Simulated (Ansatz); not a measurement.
Start from `[F][In]([SH])[Br]` and change one atom or group to get `[SH][In]([Br])[Br]`.

Ansatz, PBE0-D4/def2-TZVP geometries, multiplicity 1. Each molecule was computed in one conformer, which needn't be the lowest.

Elements past krypton have def2 core potentials. Scalar relativity is left out up to krypton.

```
                                      property  `[F][In]([SH])[Br]`
           HOMO–LUMO gap (PBE/def2-TZVPP) / eV                 3.66
zero-point energy (PBE0-D4/def2-TZVP) / kJ/mol                 30.9
           HOMO energy (B3LYP/def2-TZVPP) / eV                -8.09
         HOMO–LUMO gap (B3LYP/def2-TZVPP) / eV                 5.19
         HOMO energy (ωB97M-V/def2-TZVPP) / eV               -10.53
size of the dipole moment (PBE/def2-TZVPP) / D                 2.35
```

Q: What does the change do to each property? (Estimate.)

A: Computed: 
| property | `[SH][In]([Br])[Br]` | shift |
| --- | --- | --- |
| HOMO–LUMO gap (PBE/def2-TZVPP) / eV | 3.57 | -0.09 |
| zero-point energy (PBE0-D4/def2-TZVP) / kJ/mol | 28.4 | -2.5 |
| HOMO energy (B3LYP/def2-TZVPP) / eV | -7.92 | 0.17 |
| HOMO–LUMO gap (B3LYP/def2-TZVPP) / eV | 5.08 | -0.11 |
| HOMO energy (ωB97M-V/def2-TZVPP) / eV | -10.36 | 0.17 |
| size of the dipole moment (PBE/def2-TZVPP) / D | 1.32 | -1.03 |

Dipoles are sizes alone; their direction can turn.

B3LYP here is the variant with VWN-RPA as its local correlation; programs differ in this.

Spin–orbit coupling is left out; it splits and shifts lone-pair levels of the heavy atoms by tenths of an eV.
